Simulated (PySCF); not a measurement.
## Calculated data, CH₄AlN

All values are calculated (PySCF 2.14.0). Calculation on a computer-drawn molecule: optimised geometry and harmonic frequencies of an isolated molecule of the commonest isotopes, restricted reference for singlets and unrestricted otherwise, frozen core in MP2.

### CH₄AlN

Start structure:
```xyz
7
CH4AlN
C     -2.9320    -0.3556     1.1916
N     -1.6188    -0.5463     0.6970
Al    -0.1399    -0.7610     0.1402
H     -2.9727    -0.4145     2.2864
H     -3.3394     0.6239     0.9123
H     -3.6304    -1.1097     0.8082
H      1.2992    -0.9701    -0.4016
```

```
charge                                        : 0
multiplicity                                  : 1
method                                        : MP2
basis                                         : cc-pV(D+d)Z
rotational constants                          : 158, 4.662, 4.662 GHz
total energy                                  : -336.8851 hartree
convergence status largest gradient component : 4.316e-05 hartree/bohr
```

Drawn bonds:
| atom | other atom | order |
| --- | --- | --- |
| 1 | 2 | 1 |
| 2 | 3 | 2 |
| 1 | 4 | 1 |
| 1 | 5 | 1 |
| 1 | 6 | 1 |
| 3 | 7 | 1 |

Optimised structure:
```xyz
7
CH4AlN
C     -2.9516    -0.3528     1.1990
N     -1.6268    -0.5452     0.7001
Al    -0.1054    -0.7660     0.1273
H     -2.9834    -0.4137     2.3030
H     -3.3543     0.6369     0.9128
H     -3.6487    -1.1171     0.8075
H      1.3362    -0.9754    -0.4156
```

Modes:
| frequency (cm⁻¹) | reduced mass (dalton) |
| --- | --- |
| 75.67 | 4.387 |
| 77.12 | 4.405 |
| 351.3 | 1.119 |
| 352.1 | 1.118 |
| 731.3 | 5.831 |
| 1125 | 1.29 |
| 1125 | 1.29 |
| 1437 | 8.892 |
| 1443 | 1.186 |
| 1489 | 1.042 |
| 1489 | 1.042 |
| 2075 | 1.053 |
| 3035 | 1.032 |
| 3120 | 1.104 |
| 3120 | 1.104 |
